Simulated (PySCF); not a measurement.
Compound: C₄H₅ClOSi.
Numbering: `[O:1]=[C:2]1[CH:3]=[CH:4][Si@@H:5]([Cl:6])[CH2:7]1` (hydrogens: H8 on C3; H9 on C4; H10 on Si5; H11, H12 on C7)

Computed by this run: PBE0-D3(BJ)/def2-SVP geometry optimisation, gas phase in PySCF; density fitting, grid level 1; the optimiser is geomeTRIC in internal coordinates, started from a GFN2-xTB structure with every atom displaced at random (about 0.01 Å).

Step 0: E = -26652.3300 eV
```
atom  x, y, z in Å  |  force x, y, z in eV/Å
O1     -2.3914    0.6685   -0.6112   -2.843   0.705  -0.837
C2     -1.2971    0.4318   -0.2498    2.310  -0.886   0.622
C3     -0.2662    1.4515   -0.0196    2.703  -0.479   0.292
C4      1.0443    1.0232    0.0943   -2.737  -0.757  -0.274
Si5     1.1059   -0.8657   -0.0425   -1.370   1.434   0.111
Cl6     2.0175   -1.6968    1.5507    0.527  -0.515   0.787
C7     -0.7789   -0.9778   -0.0064    0.180  -0.220   0.316
H8     -0.5328    2.4960    0.0137   -0.309   0.557  -0.017
H9      1.8315    1.7096    0.2625    1.063   0.937   0.129
H10     1.7153   -1.3355   -1.2607    0.456  -0.383  -0.739
H11    -1.1660   -1.2865    0.9827    0.231  -0.016   0.001
H12    -1.2424   -1.6466   -0.7226   -0.211  -0.378  -0.392
```

**Question.** Estimate the geometry and energy of step 1. (The exact step hangs on the optimiser's Hessian estimate; all steps are aligned on step 0, rigid shifts and turns removed.)

**Answer.** E = -26652.4749 eV, largest force 0.616 eV/Å
```
atom  x, y, z in Å  |  force x, y, z in eV/Å
O1     -2.4497    0.6959   -0.5051    0.575  -0.040   0.003
C2     -1.2908    0.4292   -0.2678   -0.576   0.132   0.005
C3     -0.2196    1.4612   -0.1330   -0.062  -0.103   0.605
C4      1.0151    1.0256    0.1952    0.265   0.286  -0.428
Si5     1.0717   -0.8378    0.0190    0.196  -0.058  -0.247
Cl6     2.1243   -1.7983    1.5308   -0.229   0.100  -0.093
C7     -0.7955   -0.9935   -0.0139   -0.109  -0.091   0.161
H8     -0.5253    2.5134   -0.1681    0.030  -0.037  -0.160
H9      1.8427    1.7355    0.3661   -0.235  -0.255   0.020
H10     1.6937   -1.2804   -1.2681    0.044   0.069   0.157
H11    -1.1651   -1.3072    0.9784   -0.019   0.040   0.000
H12    -1.2619   -1.6718   -0.7425    0.120  -0.042  -0.024
```

The energy changes by -0.1450 eV. The first-order estimate −F·Δx gives -0.4819 eV and the mean of the old and new forces, exact on a quadratic surface, -0.1440 eV. The step makes an angle of 77° with the force vector and moves no atom by more than 0.183 Å.

What follows is the cost of the whole optimisation. Time: 64 s; peak memory 0.52 GiB. Hardware: one thread, Arm Neoverse V1 (aarch64), shared host with 32 logical CPUs at a one-minute load of 32.
